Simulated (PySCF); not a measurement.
# Excitation energy of C by level of theory

C [He] 2s2 2p2 (3P) → C [He] 2s1 2p3 (5S), as a difference of total energies. All numbers are calculated (PySCF 2.14, the non-relativistic Hamiltonian (point nucleus), in cc-pVQZ (5s4p3d2f1g, 55 functions)). Correlated levels: valence: 1s2 frozen. The calculations carry no spin-orbit coupling.

Q: Order these methods by the excitation energy they give, lowest first.
A. CCSD(T) (valence)
B. UHF
C. MP2 (valence)
D. CCSD (valence)

A: B (2.574 eV), C (3.756 eV), D (4.085 eV), A (4.138 eV).

Errors of the correlated levels include the incompleteness of this basis and the frozen core.

For comparison: 4.179 eV (measured; NIST levels, between the centres of gravity of the two terms).
